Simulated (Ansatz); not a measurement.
Ansatz results at the PBE0-D4/def2-TZVP geometry: ideal-gas entropy at 298 K and 1 bar (rigid rotor, harmonic PBE0-D4/def2-TZVP) 349 J/(mol·K); size of the dipole moment (PBE/def2-TZVPP) 2.56 D; size of the dipole moment (B3LYP/def2-TZVPP) 2.74 D.

(1) Which molecule gave them?
A. `[OH][Ge]([OH])[OH]`•
B. `[O][Si](F)(Cl)Cl`•
C. `[CH2][N](C)[In]([Cl])[Cl]`•
D. `N#[C][Ge]([F])[Cl]`•

Results:

(1) D. The others give `[CH2][N](C)[In]([Cl])[Cl]`•: 426, 6.18, 6.35; `[OH][Ge]([OH])[OH]`•: 341, 1.32, 1.57; `[O][Si](F)(Cl)Cl`•: 351, 1.39, 1.03.

B3LYP here is the variant with VWN-RPA as its local correlation; programs differ in this.
